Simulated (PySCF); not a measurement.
Computed shifts of a molecule C11H8OS, KT2/pcSseg-1 in PySCF, GIAO, gas phase, equivalent atoms averaged, in ppm (number of nuclei): ¹³C: 180.3 (1), 143.8 (1), 135.2 (1), 131.1 (1), 130.1 (1), 126.7 (1), 126.1 (1), 125.0 (1), 122.6 (1), 120.5 (1), 119.6 (1). ¹H: 9.89 (1), 8.20 (1), 7.95 (1), 7.85 (1), 7.82 (1), 7.51 (1), 7.34 (1), 7.34 (1). References: ¹⁷O against H2O (σ = 330.4 ppm); ¹³C against TMS (σ = 185.1 ppm); ³³S against H2S (σ = 723.0 ppm); ¹H against TMS (σ = 31.47 ppm), references at their B3LYP-D3(BJ)/def2-TZVP geometries, non-relativistic. Coordinates come from a B3LYP-D3(BJ)/def2-SVP optimisation. The values are those of a single conformer.

Pick the molecule that these values belong to.
A) C#Cc1ccc(OC)c2sccc12
B) O=Cc1cccc2ccc(S)cc12
C) O=Cc1ccc(-c2cccs2)cc1
D) O=Cc1ccc2cc(S)ccc2c1

C, O=Cc1ccc(-c2cccs2)cc1
